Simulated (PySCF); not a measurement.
1-chlorobuta-1,2-diene (C4H5Cl), SMILES CC=C=CCl. Atoms are numbered in the order given.

```xyz
10

C     -2.7642     0.4968     0.1331
C     -1.7145    -0.5454    -0.1459
C     -0.4584    -0.3007    -0.4350
C      0.7902    -0.0485    -0.7283
Cl     2.0530     0.0950     0.4870
H     -2.3522     1.5135     0.0689
H     -3.5985     0.4086    -0.5834
H     -3.1905     0.3535     1.1404
H     -2.0368    -1.5959    -0.1004
H      1.1586     0.0914    -1.7482
```

Geometry optimised at B3LYP-D3(BJ)/def2-SVP.

Two levels are set side by side: PBE/pcSseg-1 (PySCF) and HF/pcSseg-1 (PySCF). GIAO shifts against HCl (³⁵Cl), TMS (¹H), TMS (¹³C) at the same level; non-relativistic, no solvent, atoms listed together averaged. Without spin–orbit terms, shifts of atoms bonded to Cl or Br come out too high at both levels. Differences are taken from unrounded values.

```tsv
quantity	HF	PBE	PBE minus HF
δ(¹³C) of C1 (ppm)	18.6	21.7	3.1
δ(¹³C) of C2 (ppm)	105.0	106.4	1.4
δ(¹³C) of C3 (ppm)	223.7	217.2	-6.4
δ(¹³C) of C4 (ppm)	99.3	104.3	5.1
δ(³⁵Cl) of Cl5 (ppm)	111.5	213.3	101.9
δ(¹H) of H6, H7, H8 (ppm)	2.24	2.16	-0.08
δ(¹H) of H9 (ppm)	6.11	6.18	0.08
δ(¹H) of H10 (ppm)	6.32	6.46	0.14
```

Rough cost on one machine, each run with all the roots and properties that it gave: HF against PBE within a factor of 2.
